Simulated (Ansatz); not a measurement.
Reactions of CH5BClFOSi, SMILES `OCB(F)[SiH2]Cl`.

Computed with Ansatz on PBE0-D4/def2-TZVP structures; ΔE is electronic, products minus reactants. CBS: MP2 limit from def2 TZ/QZ plus the TZ coupled-cluster correction, frozen cores. This one scheme is used for every species. Double bonds are as drawn, so ΔE can hold a change between cis and trans. Functionals use def2-TZVPP. B3LYP here is the variant with VWN-RPA as its local correlation; programs differ in this. For Ge outer-core shells are correlated without core-valence functions, which leaves a few kJ/mol of doubt a bond. Scalar relativity is left out up to krypton. Each species was taken in one conformer, which may not be the lowest.

| reaction | B3LYP-D4 (kcal/mol) | PBE-D4 (kcal/mol) | B2PLYP (kcal/mol) | HF/CBS(def2) (kcal/mol) |
| --- | --- | --- | --- | --- |
| `OCB(F)[SiH2]Cl` + `[SiH3]N[SiH2]Cl` → `[SiH3]N([SiH2]Cl)[SiH2]Cl` + `OCBF` | -19.8 | -16.7 | -19.6 | -21.1 |
| `OCB(F)[SiH2]Cl` + `CC=N` → `C/C=N\[SiH2]Cl` + `OCBF` | -18.5 | -15.3 | -19.0 | -21.3 |
| `OCB(F)[SiH2]Cl` + `N[Si](O)(O)F` → `O[Si](O)(F)N[SiH2]Cl` + `OCBF` | -22.8 | -19.1 | -23.3 | -26.9 |
| `OCB(F)[SiH2]Cl` + `[SH][GeH3]` → `OCBF` + `Cl[SiH2][S][GeH3]` | -20.5 | -19.5 | -21.6 | -22.6 |
| `OCB(F)[SiH2]Cl` + `C=C=C` → `C=C=CCO` + `FB[SiH2]Cl` | 8.3 | 8.6 | 7.1 | 5.0 |
| `OCB(F)[SiH2]Cl` + `CNCS` → `CNC[SiH2]Cl` + `OCB(F)S` | -32.3 | -31.5 | -33.0 | -32.4 |
| `OCB(F)[SiH2]Cl` + `[SiH3]S` → `[SiH3]S[SiH2]Cl` + `OCBF` | -21.8 | -20.7 | -22.4 | -23.3 |
| `OCB(F)[SiH2]Cl` + `N[Si](Cl)(Cl)Cl` → `Cl[SiH2]N[Si](Cl)(Cl)Cl` + `OCBF` | -22.0 | -18.2 | -22.2 | -24.9 |
| `OCB(F)[SiH2]Cl` + `BC=C` → `B/C=C/CO` + `FB[SiH2]Cl` | 6.8 | 6.7 | 5.8 | 4.0 |
| `OCB(F)[SiH2]Cl` + `[SiH3]OP` → `OCB(F)O[SiH3]` + `P[SiH2]Cl` | -49.9 | -49.7 | -50.9 | -50.8 |

Question: Give the CCSD(T)/CBS values in the same order. (An estimate is asked.)

Answer: The calculation gave: -21.6, -17.8, -23.3, -22.5, 7.3, -33.0, -23.2, -22.8, 6.3, -51.4 kcal/mol.

Largest T1 diagnostic: 0.012, for `FB[SiH2]Cl`.
